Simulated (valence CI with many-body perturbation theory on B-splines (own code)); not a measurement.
Values are calculated unless marked as measured or tabulated.
## Sensitivity of CI+MBPT for Tb³²⁺

Method: relativistic CI+MBPT: five valence electrons over a frozen Dirac-Fock core [Ar] 3d10, a basis of 6 s, 6 p, 5 d, 3 f, 1 g functions for each j, with the one-electron correlation potential Σ1 (screened to all orders), the two-electron term Σ2, the three-electron term Σ3, Breit, model QED; selected single and double excitations, second order for the rest, scaled by the run's own slope (own B-spline code, finite nucleus).

No measured spectrum was set against this ion. As an estimate, large intervals hold to a few tenths of a per cent, small ones and those within an open d or f shell to about a per cent. Among the levels kept, up to 410 cm⁻¹ of a level comes from second order outside the variational space, and about a tenth of that is noise between levels of different J, which matters for small intervals.

The reference run has the lowest level (4s^2 4p1/2^2 4p3/2) J=3/2 and an ionisation energy of 1302.74 eV. Its largest variational space holds 10000 state functions.

Levels are named by their leading jj configuration (3d3/2^4 stands for four electrons in 3d with j = 3/2), which in mixed levels can hold well under half, so a name can repeat and another be missing. Letters in brackets count levels of one name in rising energy.

Changed runs:
A. core polarisation of operators on → off
B. size limit of the variational space 10000 → 1500
C. orbitals per symmetry with explicit Σ2 and valence Breit (the others get mean screening factors) 5 → 2; averaging of valence orbitals over low configurations on → off
D. box radius (bohr) 3.473 → 0.91 (bad on purpose)

Excitation energies of the reference run in cm⁻¹, and shifts in cm⁻¹:

| Level | Reference | A | B | C |
| --- | --- | --- | --- | --- |
| (4s^2 4p1/2 4p3/2^2) J=3/2 | 339639 | 0 | +4.1 | +20 |
| (4s^2 4p1/2 4p3/2^2) J=5/2 | 375803 | 0 | -0.4 | +28 |
| (4s^2 4p1/2 4p3/2^2) J=1/2 | 421200 | 0 | +2.3 | +45 |
| (4s^2 4p3/2^3) J=3/2 | 766739 | 0 | +1.2 | +64 |
| (4s 4p1/2^2 4p3/2^2) J=5/2 | 936163 | 0 | +6.8 | -2.4 |
| (4s^2 4p1/2^2 4d3/2) J=3/2 | 970515 | 0 | -2.9 | -28 |
| (4s 4p1/2^2 4p3/2^2) J=1/2 | 1046540 | 0 | +0.9 | +31 |
| (4s 4p1/2^2 4p3/2^2) J=3/2 | 1075290 | 0 | -5.9 | +19 |
| (4s^2 4p1/2^2 4d5/2) J=5/2 | 1118160 | 0 | -4.4 | -3.3 |
| (4s 4p1/2 4p3/2^3) J=3/2 [a] | 1292300 | 0 | +7.6 | +13 |
| (4s^2 4p1/2 4p3/2 4d3/2) J=5/2 [a] | 1316780 | 0 | +2.3 | -6.7 |
| (4s^2 4p1/2 4p3/2 4d3/2) J=1/2 [a] | 1319440 | 0 | +3.6 | -11 |
| Ionisation energy (eV) | 1302.74 | 0 | +0.0011 | +0.024 |

No effect on these energies: A.

Run D: It gave no result. The program said: "need at least one array to concatenate".
